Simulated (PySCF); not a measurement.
Runs that did not reach their result, on `C=C[C@H]1CC[Se]1` (driver script around PySCF, density fitting, GFN2-xTB geometry as the base; each input is a line of settings and coordinates in Å).

Command:
```bash
OMP_NUM_THREADS=1 python probes_run.py task.json out
```
Input:
```
{"job": {"kind": "uv", "xc": "r2SCAN", "basis": "aug-pcSseg-1", "nstates": 6, "ntriplets": 0, "tda": false, "scf": {"aux": "sto-3g", "max_cycle": 3}}, "charge": 0, "multiplicity": 1}
C      2.562238     0.370990     0.182005
C      1.423897    -0.284287     0.348038
C      0.101558     0.359841     0.374018
C     -1.067567    -0.379208    -0.283056
C     -2.153847    -0.106426     0.753046
Se    -0.838933     0.310461     2.182356
H      3.512521    -0.133751     0.174551
H      2.584412     1.439256     0.040744
H      1.424514    -1.356944     0.495323
H      0.152419     1.411114     0.083708
H     -0.849588    -1.446456    -0.337818
H     -1.300134    -0.023022    -1.287714
H     -2.747061     0.781324     0.537637
H     -2.805106    -0.943364     0.995023
```

Output:
```
final grid: 112096 points
cycle   1  E = -2603.7328729881  dE = -1.200e+00  |g| = 5.756e-01  |ddm| = 2.413e+01
cycle   2  E = -2603.7677892311  dE = -3.492e-02  |g| = 2.362e-01  |ddm| = 4.648e+00
cycle   3  E = -2603.7659906425  dE =  1.799e-03  |g| = 2.420e-01  |ddm| = 2.493e+00
SCF not converged, last energy = -2603.7659906425
```

The run took 8.6 s wall on an Arm Neoverse V2 with one thread, shared host with 96 logical CPUs at a one-minute load of 28, and the process peaked at 0.52 GiB of memory.

Task: What went wrong, and what mends it?

Result: The cap of 3 cycles ended the SCF with an orbital gradient of 2.4e-01, before the energy threshold of 1e-09 Eh and the gradient threshold (its square root) were both met. Raise the cap, and go back to the usual fitting basis. r2SCAN is a meta-GGA, for which the driver's response step would refuse in any case. Its energy and orbitals aren't self-consistent and shouldn't be used.

Input:
```
{"job": {"kind": "j", "xc": "PBE0", "basis": "IGLO-II", "scf": {"max_cycle": 99}}, "charge": 0, "multiplicity": 1}
C      2.562238     0.370990     0.182005
C      2.448404     0.305462     0.198608
C      0.101558     0.359841     0.374018
C     -1.067567    -0.379208    -0.283056
C     -2.153847    -0.106426     0.753046
Se    -0.838933     0.310461     2.182356
H      3.512521    -0.133751     0.174551
H      2.584412     1.439256     0.040744
H      1.424514    -1.356944     0.495323
H      0.152419     1.411114     0.083708
H     -0.849588    -1.446456    -0.337818
H     -1.300134    -0.023022    -1.287714
H     -2.747061     0.781324     0.537637
H     -2.805106    -0.943364     0.995023
```

Output:
```
KeyError: 'Element se (Z=34) not found in basis IGLO-II version 0'
```

Task: Diagnose the run.

Result: The basis IGLO-II in the Basis Set Exchange has no functions for selenium, so the input was refused before any integral. The first bond of the GFN2-xTB geometry was scaled by 0.1. Choose a basis that covers all elements. The run gave no result.

Shape of the structure used: `[CH2:1]=[CH:2][C@H:3]1[CH2:4][CH2:5][Se:6]1`: C1–C2–C3–C4 142°.
